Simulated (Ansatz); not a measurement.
Basis-set extrapolation for `[CH3][AlH][S]C` (PBE0-D4/def2-TZVP geometry, frozen core, Ansatz). Multiplicity 1, RHF reference.

```tsv
	def2-TZVPP	def2-QZVPP
HF	-719.351529	-719.373701
MP2 correlation	-0.614348	-0.658954
CCSD(T) correlation	-0.694955	not run
```

Energies in hartree. Use E(X) = E(∞) + A·exp(−7.88·√X) for Hartree–Fock and E(X) = E(∞) + B·X^(−2.97) for correlation, with X = 3 and 4, and add CCSD(T) minus MP2 of the smaller set to the MP2 limit.

Question: What is the CCSD(T) energy at the basis-set limit?

Answer: HF limit: -719.373701 + (-0.022172) × 0.13774 = -719.37675. MP2 limit: -0.658954 + (-0.044606) × 0.74074 = -0.69200. Higher-order term: -0.694955 − (-0.614348) = -0.08061. Total: -720.14936 hartree, 270.1 kJ/mol below CCSD(T)/def2-TZVPP.
